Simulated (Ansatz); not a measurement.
C4H3F7, SMILES `FCC(F)(F)C(F)(F)C(F)F`, relaxed with RKS PBE0-D4/def2-TZVP in the Gaussian-basis code of Ansatz from a PBE-D4/def2-SVP geometry. The force threshold is 0.005 eV/Å; the program also tests the step.

Total charge 0; spin multiplicity 1.

Start:

```xyz
14

F    -0.168    0.372    2.890
C     0.138    0.697    1.592
C    -0.709   -0.156    0.650
F    -2.027    0.081    0.882
F    -0.480   -1.490    0.886
C    -0.434    0.095   -0.863
F    -0.275    1.436   -1.063
F    -1.510   -0.325   -1.577
C     0.799   -0.652   -1.421
F     1.904   -0.310   -0.691
F     0.992   -0.272   -2.704
H     1.213    0.509    1.389
H    -0.091    1.767    1.396
H     0.649   -1.752   -1.367
```

| step | energy (eV) | largest force (eV/Å) | largest move (Å) |
| --- | --- | --- | --- |
| 1 | -23201.9932 | 0.702 | 0.000 |
| 2 | -23202.0501 | 0.273 | 0.018 |
| 3 | -23202.0587 | 0.049 | 0.014 |
| 4 | -23202.0590 | 0.014 | 0.006 |
| 5 | -23202.0598 | 0.032 | 0.046 |
| 6 | -23202.0602 | 0.027 | 0.036 |
| 7 | -23202.0604 | 0.011 | 0.012 |
| 8 | -23202.0604 | 0.008 | 0.015 |
| 9 | -23202.0605 | 0.004 | 0.007 |

End:

```xyz
14

F    -0.200    0.374    2.865
C     0.161    0.662    1.578
C    -0.718   -0.146    0.642
F    -2.008    0.155    0.872
F    -0.560   -1.472    0.876
C    -0.443    0.088   -0.864
F    -0.343    1.412   -1.087
F    -1.488   -0.384   -1.563
C     0.808   -0.621   -1.404
F     1.899   -0.188   -0.735
F     0.953   -0.302   -2.698
H     1.210    0.403    1.431
H     0.005    1.725    1.386
H     0.725   -1.705   -1.298
```

It took 17 s on 4 threads of an AMD EPYC 7R13 on a shared host and a share of an NVIDIA H100 80 GB, with 1 GiB of host memory at the peak.
